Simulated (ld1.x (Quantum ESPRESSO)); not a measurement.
**What one change does to a pseudopotential (Cs (Z = 55), TM)**

ld1.x (Quantum ESPRESSO) 7.5 input, shortened:

```
&input
   title='Cs', zed=55., rel=2, dft='PZ', iswitch=3,
   config='[Xe] 5d0 6s1 6p0', rel_dist='average'
 /
 &inputp
   pseudotype=2, tm=.true., lloc=-1, rcloc=3.55,
   nlcc=.false.
 /
3
6S  1  0   1.00   0.00  3.35  3.35  0.0
6P  2  1   0.00   0.00  3.95  3.95  0.0
5D  3  2   0.00   0.00  3.90  3.90  0.0
 &test
   configts(1)='5d0 6s1 6p0'
 /
```

Open shells are filled in proportion to 2j + 1 (rel_dist='average').

Change: functional PBE.

Cutoffs: the cutoffs (Ry, on a coarse ladder) from which the occupation-weighted sum of valence levels, in a spherical-Bessel basis at the reference potential, stays within 10 and 1 mRy of its value at 400 Ry; they do not see the model core or the augmentation charge, which bear on the density cutoff. Errors are all-electron minus pseudo energies relative to the spin-unpolarised reference configuration.

**Question.** Predict the effect on cutoff, ghosts and configuration errors.

**Answer.** Both files are so soft that the ladder of cutoffs tells neither apart; both files keep a bound ghost (s); of the 4 tests that both files solve, the error grows in 3 and shrinks in 1 by more than 15 % and 0.3 meV (median size 50.9 → 83.4 meV).

| quantity | base | changed |
| --- | --- | --- |
| cutoff, loose | 6 Ry | 6 Ry |
| cutoff, tight | 8 Ry | 8 Ry |
| bound ghosts | s | s |
| error for 5d0 6s0.5 6p0, meV [ΔE 1.55 → 1.47 eV] | +17 | +14 |
| error for 5d0 6s0 6p1, meV [ΔE 1.47 → 1.37 eV] | +77 | +100 |
| error for 5d1 6s0 6p0, meV [ΔE 1.72 → 1.67 eV] | +86 | +207 |
| error for 5d0.5 6s0.5 6p0, meV [ΔE 0.87 → 0.84 eV] | +25 | +67 |
| s: phases at 4.31 bohr within 0.05 rad from the reference energy up to (Ry; the scan ends near 5) | 2.0 | 2.1 |
| p1/2: phases at 4.31 bohr within 0.05 rad from the reference energy up to (Ry; the scan ends near 5) | 0.0 | 0.1 |
| p3/2: phases at 4.31 bohr within 0.05 rad from the reference energy up to (Ry; the scan ends near 5) | 0.0 | 0.0 |
| d3/2: phases at 4.31 bohr within 0.05 rad from the reference energy up to (Ry; the scan ends near 5) | 1.2 | 1.2 |
| d5/2: phases at 4.31 bohr within 0.05 rad from the reference energy up to (Ry; the scan ends near 5) | 1.2 | 1.2 |

 A true bound ghost makes a file unfit for plane-wave use even where its test errors are small: the radial tests pick states by their node count and pass the ghost by.
